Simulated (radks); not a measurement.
Values are calculated unless marked as measured or tabulated.
Neutral thallium inside a hard spherical wall (all orbitals vanish at R), configuration held at [Hg] 6p1 and not refilled when levels cross. Code: a radial shooting solver on a logarithmic mesh with Libxc functionals. Model: scalar-relativistic Kohn-Sham, LDA (Slater exchange, VWN5 correlation), spin-unpolarised, spherical densities, finite nucleus; Fermi nuclear charge, rms radius 5.4759 fm. Eigenvalues in eV, with the zero of energy where the potential of the charges vanishes at infinity; a dash marks a level that is unbound or too diffuse for the functional's potential to be trusted. A positive occupied level is held by the wall or, in an anion where self-interaction has pushed it up, behind a barrier. The pressure on the wall is -dE/dV.

\begin{tabular}{lrrrrrrrrr}
R (bohr) & E (hartree) & kinetic (hartree) & e(5p) & e(5d) & e(6s) & e(6p) & e(7s, empty) & e(6d, empty) & pressure (GPa) \\ \hline
free & -20229.7741 & 22764.367 & -76.275 & -15.634 & -9.822 & -2.576 & -0.447 & - & 0 \\
10 & -20229.7729 & 22764.376 & -76.163 & -15.523 & -9.726 & -2.468 & 0.620 & 2.150 & 0.0247 \\
8 & -20229.7672 & 22764.407 & -75.897 & -15.262 & -9.504 & -2.153 & 2.397 & 3.673 & 0.219 \\
7 & -20229.7573 & 22764.459 & -75.587 & -14.958 & -9.244 & -1.728 & 4.438 & 5.167 & 0.744 \\
5 & -20229.6412 & 22765.041 & -73.644 & -13.114 & -7.427 & 1.394 & 16.725 & 12.963 & 14.6 \\
4 & -20229.2960 & 22766.663 & -70.270 & -9.985 & -3.602 & 7.434 & 36.698 & 24.804 & 97.9 \\
3.5 & -20228.7740 & 22768.990 & -66.620 & -6.578 & 1.174 & 14.476 & 57.527 & 36.949 & 297 \\
2.5 & -20223.9310 & 22788.692 & -47.265 & 13.202 & 34.932 & 59.965 & 170.52 & 102.39 & 4410 \\
1.5 & -20164.1752 & 22994.512 & 58.672 & 141.62 & 310.86 & 379.21 & 797.76 & 467.57 & 201000 \\
\end{tabular}
